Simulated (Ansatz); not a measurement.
Geometry optimisation, RKS PBE/def2-SVP (Ansatz 0.2.0).

Input:

```yaml
crystal:
  periodic: [false, false, false]
  atoms:
    - { symbol: Ta, position_ang: [0.0, 0.0, 0.0] }
    - { symbol: O, position_ang: [2.37, 0.0, 0.0] }
    - { symbol: H, position_ang: [2.7071, -0.5308, 0.7903] }
    - { symbol: "N", position_ang: [0.0, 0.0, 2.16] }
    - { symbol: H, position_ang: [-0.2456, -0.8845, 2.69] }
    - { symbol: H, position_ang: [0.2456, 0.8845, 2.69] }
    - { symbol: "N", position_ang: [0.0, 0.0, -2.16] }
    - { symbol: H, position_ang: [-0.6116, -0.6845, -2.69] }
    - { symbol: H, position_ang: [0.6116, 0.6845, -2.69] }
    - { symbol: "N", position_ang: [-1.08, 1.8706, 0.0] }
    - { symbol: H, position_ang: [-1.6414, 2.1584, 0.8518] }
    - { symbol: H, position_ang: [-1.0486, 2.5007, -0.8518] }
    - { symbol: O, position_ang: [-1.01, -1.7493, 0.0] }
    - { symbol: H, position_ang: [-1.6563, -1.7655, 0.776] }
    - { symbol: "N", position_ang: [0.7757, -1.9759, 1.2433] }
    - { symbol: H, position_ang: [0.2944, -2.9105, 1.1069] }
    - { symbol: H, position_ang: [1.5912, -1.8927, 1.9153] }
    - { symbol: H, position_ang: [1.9581, -1.1857, 0.7461] }
basis:
  gaussian: { orbitals: def2-SVP }
hamiltonian:
  xc: pbe
relax:
  f_tol: 0.15
  max_steps: 25
  restrain:
    - { distance: [0, 14], at: 3.36, k: 30.0 }
    - { distance: [17, 1], at: 2.21, k: 30.0 }
    - { distance: [0, 1], at: 2.02, k: 30.0 }
    - { distance: [17, 14], at: 1.06, k: 30.0 }
output:
  orbitals: {}
```

Command:

```bash
$ ansatz run input.yaml --threads 4 --pin off --max-ram 5120MiB --backend cpu --events-out ev --progress --plain --runs-dir out
```

Q: Where does it end, and by what steps?

A: The forces met the threshold. The restraints hold the end off the free minimum. After 18 steps the energy has fallen by 6.944 eV (the restraints' own energy left out); H16 moved furthest, 1.41 Å. Parted: Ta1–N15 (2.46 → 3.36 Å). Joined: N15–H18 (1.51 → 1.05 Å).

```tsv
step	energy less start (eV)	largest force component (eV/Å)	accepted
0	0.0000	3.753	yes
1	-0.9778	3.651	yes
2	-2.0037	4.779	yes
3	-3.7093	4.512	yes
4	-5.2333	2.628	yes
5	-6.0065	1.993	yes
6	-6.3321	1.209	yes
7	-6.5010	1.024	yes
8	-6.6240	0.839	yes
9	-6.7421	0.801	yes
10	-6.7951	0.658	yes
11	-6.8358	0.656	yes
12	-6.8587	0.702	yes
13	-6.8798	0.664	yes
14	-6.8967	0.876	yes
15	-6.9144	0.807	yes
16	-6.9267	0.731	yes
17	-6.9375	0.675	yes
18	-6.9438	0.858	yes
```

```xyz
18
Properties=species:S:1:pos:R:3
Ta -0.175 0.169 0.221
O 1.764 0.632 0.297
H 2.562 0.577 0.840
N -0.044 0.070 2.264
H -0.661 -0.502 2.849
H 0.771 0.364 2.815
N 0.184 -0.519 -1.661
H -0.421 -1.190 -2.145
H 1.094 -0.476 -2.134
N -1.126 1.876 -0.082
H -1.349 2.537 0.668
H -1.312 2.285 -1.001
O -1.623 -1.122 0.401
H -2.568 -0.920 0.518
N 1.776 -2.519 0.731
H 1.137 -2.811 -0.023
H 1.176 -2.378 1.557
H 2.074 -1.554 0.462
```

Time of the run: 67 s on 4 threads of AMD EPYC 7R43 64-Core Processor (Zen 3), on a shared host, peak memory 0.28 GiB.
